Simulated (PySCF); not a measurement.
Compound: C₅HClF₆.
Atom-mapped SMILES: `[F:1][C:2]([F:3])([F:4])[C:5]#[C:6][C@H:7]([Cl:8])[C:9]([F:10])([F:11])[F:12]` (hydrogens: H13 on C7)

Geometry (PBE0-D3(BJ)/def2-SVP, Å), atoms numbered from 1 in this order:
```xyz
13
C5HClF6 angstrom
F      3.1326    0.9725    0.6083
C      2.7012    0.2758   -0.4397
F      3.4229   -0.8400   -0.5176
F      2.9318    0.9912   -1.5362
C      1.2690   -0.0340   -0.3099
C      0.0933   -0.2871   -0.2089
C     -1.3152   -0.6079   -0.0847
Cl    -2.1702   -0.3653   -1.6310
C     -1.9949    0.2146    1.0190
F     -3.2654   -0.1444    1.1455
F     -1.3761   -0.0204    2.1741
F     -1.9420    1.5132    0.7695
H     -1.4365   -1.6668    0.1913
```

Level of theory: PBE0-D3(BJ)/def2-SVP geometry optimisation, gas phase in PySCF 2.14.0.

Masses are those of the commonest isotopes; rigid-rotor values at the optimised geometry. 

(1) Give the principal moments of inertia and the rotational constants in MHz.

(2) What kind of rotor is it?

(3) Is it planar, by Δ = Ic − Ia − Ib?

(4) Where do the levels up to J = 3 lie, in K?

(5) Which lines would a microwave search look for?

(6) Estimate the classical rotational partition function at 10 K, 50 K and 200 K.

Answers

(1) Ia = 368.65, Ib = 1345.05, Ic = 1528.43 u·Å²; 505379 MHz·u·Å²/I gives A = 1371, B = 375.7, C = 330.7 MHz.

(2) A near-prolate asymmetric top: κ = (2 × 375.7 − 1371 − 330.7)/(1371 − 330.7) = -0.91.

(3) Not planar: Δ = Ic − Ia − Ib = -185.27 u·Å². For a rigid frame Δ = −2 Σ m c², so Σ m c² = 92.64 u·Å² lies off the ab plane: 2.86 from hydrogen and 89.77 from heavier atoms. The atom farthest from that plane is 1.69 Å away.

(4) Above 0(0,0), as E/k:
J = 1: 1(0,1) 0.034, 1(1,1) 0.082, 1(1,0) 0.084
J = 2: 2(0,2) 0.102, 2(1,2) 0.147, 2(1,1) 0.154, 2(2,1) 0.297, 2(2,0) 0.297
J = 3: 3(0,3) 0.203, 3(1,3) 0.246, 3(1,2) 0.259, 3(2,2) 0.399, 3(2,1) 0.399, 3(3,1) 0.643, 3(3,0) 0.643
The levels of one J sum to (2J + 1)J(J + 1)(A + B + C)/3.

(5) The dipole components are |μa| = 0.87 D, |μb| = 0.35 D, |μc| = 1.40 D. The squared components, which scale the intensities, stand as 0.38 : 0.06 : 1.00 (a : b : c). Some lines, for components of 0.1 D or more:

```
type  branch         J(Ka,Kc)   MHz  lower level (cm⁻¹)
   c       Q  2(1,2) ← 2(0,2)   952               0.071
   b       Q  1(1,0) ← 1(0,1)  1040               0.024
   b       R  3(0,3) ← 2(1,2)  1162               0.102
   a       R  2(1,1) ← 1(1,0)  1458               0.058
   b       R  1(1,1) ← 0(0,0)  1702               0.000
   a       R  3(0,3) ← 2(0,2)  2113               0.071
   a       R  3(2,2) ← 2(2,1)  2119               0.206
   a       R  3(2,1) ← 2(2,0)  2125               0.207
   a       R  3(1,2) ← 2(1,1)  2186               0.107
   c       Q  3(2,2) ← 3(1,2)  2919               0.180
   b       Q  3(2,1) ← 3(1,2)  2926               0.180
   c       Q  2(2,1) ← 2(1,1)  2986               0.107
   b       Q  2(2,1) ← 2(1,2)  3121               0.102
   b       Q  3(2,2) ← 3(1,3)  3189               0.171
   c       R  2(2,0) ← 1(1,0)  4445               0.058
   b       Q  3(3,0) ← 3(2,1)  5082               0.277
   c       R  3(2,1) ← 2(1,1)  5112               0.107
   c       R  3(2,2) ← 2(1,2)  5240               0.102
   b       R  3(3,1) ← 2(2,0)  7207               0.207
```

(6) Point group C1, symmetry number σ = 1; q = (√π/σ)·√((kT/h)³/(ABC)), k/h = 20836.6 MHz/K: 12900 at 10 K, 144000 at 50 K, 1160000 at 200 K.

Not checked by PBE0-D3(BJ)/def2-SVP frequencies. Constants of a rigid frame at the computed geometry: no zero-point averaging, no centrifugal distortion. Quadrupole hyperfine structure (35Cl) is left out.
